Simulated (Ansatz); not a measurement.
A thermochemical cycle in electronic energies (no zero-point or thermal terms), species as SMILES, kcal/mol. Structures are relaxed separately at B3LYP-D3(BJ)/def2-TZVP in Ansatz (a first-principles code), one conformer each, not searched for the lowest. Cores are frozen in the correlated levels unless marked. Open shells are spin-unrestricted. Spin-orbit coupling is left out. Non-relativistic. CBS(X,Y): correlation extrapolated as X^-3; Hartree-Fock from the larger set. [CCSD(T)-MP2]/basis is that difference in the basis named. Anions need diffuse functions, of which def2-TZVPD holds fewer than the aug- sets.

| step | RI-MP2/CBS(aug-cc-pVTZ,aug-cc-pVQZ)+[CCSD(T)-MP2]/aug-cc-pVTZ (Ansatz) | wB97M-V/def2-TZVPD (Ansatz) |
|---|---|---|
| electron affinity EA, positive where the anion is bound: [NH]BN + e- → [NH-]BN | 42.0 | 38.1 |
| deprotonation energy A: NBN → [NH-]BN + H+ | 393.8 | 392.0 |
| ionisation of the H atom at the same level, IE | 313.7 | 310.1 |

**Question.** Find the bond energy D: NBN → [NH]BN + H atom.

**Answer.** Breaking the bond, ionising the H atom and attaching the electron to the radical add up to the deprotonation, A = D + IE - EA. At RI-MP2/CBS(aug-cc-pVTZ,aug-cc-pVQZ)+[CCSD(T)-MP2]/aug-cc-pVTZ: D = A - IE + EA = 393.8 - 313.7 + 42.0 = 122.1. At wB97M-V/def2-TZVPD: D = A - IE + EA = 392.0 - 310.1 + 38.1 = 120.0. The functional differs from the first level by -2.1 in D, -3.9 in EA and -1.8 in A; for EA and A the gap mixes functional and basis. The site is the one shown; other sites or isomers of the anion may lie lower.
